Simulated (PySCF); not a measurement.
Isomers of C5H12OSi2.

All values: B3LYP/def2-SVPD (PySCF) at PBE0-D3(BJ)/def2-SVP geometries, gas phase, one conformer each. Core orbitals are frozen in the response; Δα² is half the sum of the squared differences of the principal polarisabilities.

Task: Rank by HOMO–LUMO gap, highest first.
A. `[CH2:1]=[C:2]([CH3:3])[C@H:4]1[CH2:5][SiH2:6][O:7][SiH2:8]1` with C1–C2–C4–C5 -19°, C2–C4–C5–Si6 88°, C4–C5–Si6–O7 24°, C5–Si6–O7–Si8 -4°, Si6–O7–Si8–C4 -12°
B. `[CH2:1]=[C:2]([CH3:3])[Si@H:4]1[CH2:5][CH2:6][SiH2:7][O:8]1` with C1–C2–Si4–C5 -110°, C2–Si4–C5–C6 144°, Si4–C5–C6–Si7 -34°, C5–C6–Si7–O8 28°, C6–Si7–O8–Si4 -10°
C. `[CH2:1]=[CH:2][CH2:3][C@H:4]1[CH2:5][SiH2:6][O:7][SiH2:8]1` with C1–C2–C3–C4 -115°, C2–C3–C4–C5 -179°, C3–C4–C5–Si6 163°, C4–C5–Si6–O7 -29°, C5–Si6–O7–Si8 10°, Si6–O7–Si8–C4 8°

Result: C (7.13 eV), B (6.81 eV), A (6.68 eV).

Task: Rank by mean static polarisability, highest first.
A. `[CH2:1]=[C:2]([CH3:3])[Si@H:4]1[CH2:5][CH2:6][SiH2:7][O:8]1` with C1–C2–Si4–C5 -110°, C2–Si4–C5–C6 144°, Si4–C5–C6–Si7 -34°, C5–C6–Si7–O8 28°, C6–Si7–O8–Si4 -10°
B. `[CH3:1][CH:2]([CH3:3])[O:4][SiH2:5][C:6]#[C:7][SiH3:8]` with C1–C2–O4–Si5 -100°, C2–O4–Si5–C6 63°
C. `[CH2:1]=[CH:2][CH2:3][C@H:4]1[CH2:5][SiH2:6][O:7][SiH2:8]1` with C1–C2–C3–C4 -115°, C2–C3–C4–C5 -179°, C3–C4–C5–Si6 163°, C4–C5–Si6–O7 -29°, C5–Si6–O7–Si8 10°, Si6–O7–Si8–C4 8°

Result: B (17.95 Å³), C (16.83 Å³), A (16.56 Å³).

All values together:

```
                     SMILES  μ (D)  HOMO (eV)  LUMO (eV)  α (Å³)  Δα (Å³)  ΔSCF removal energy (eV)
    C=C(C)[Si@H]1CC[SiH2]O1   1.81      -7.21      -0.40   16.56     4.53                      9.13
  C=CC[C@H]1C[SiH2]O[SiH2]1   1.77      -7.36      -0.23   16.83     6.12                         –
      CC(C)O[SiH2]C#C[SiH3]   1.19      -7.85      -1.09   17.95     8.20                      9.65
C=C(C)[C@H]1C[SiH2]O[SiH2]1   1.88      -6.77      -0.10   16.51     3.81                      8.76
```

Conformers: `[CH2:1]=[C:2]([CH3:3])[Si@H:4]1[CH2:5][CH2:6][SiH2:7][O:8]1` with C1–C2–Si4–C5 -110°, C2–Si4–C5–C6 144°, Si4–C5–C6–Si7 -34°, C5–C6–Si7–O8 28°, C6–Si7–O8–Si4 -10°; `[CH2:1]=[CH:2][CH2:3][C@H:4]1[CH2:5][SiH2:6][O:7][SiH2:8]1` with C1–C2–C3–C4 -115°, C2–C3–C4–C5 -179°, C3–C4–C5–Si6 163°, C4–C5–Si6–O7 -29°, C5–Si6–O7–Si8 10°, Si6–O7–Si8–C4 8°; `[CH3:1][CH:2]([CH3:3])[O:4][SiH2:5][C:6]#[C:7][SiH3:8]` with C1–C2–O4–Si5 -100°, C2–O4–Si5–C6 63°; `[CH2:1]=[C:2]([CH3:3])[C@H:4]1[CH2:5][SiH2:6][O:7][SiH2:8]1` with C1–C2–C4–C5 -19°, C2–C4–C5–Si6 88°, C4–C5–Si6–O7 24°, C5–Si6–O7–Si8 -4°, Si6–O7–Si8–C4 -12°.

A dash marks a removal energy that wasn't run or isn't settled.
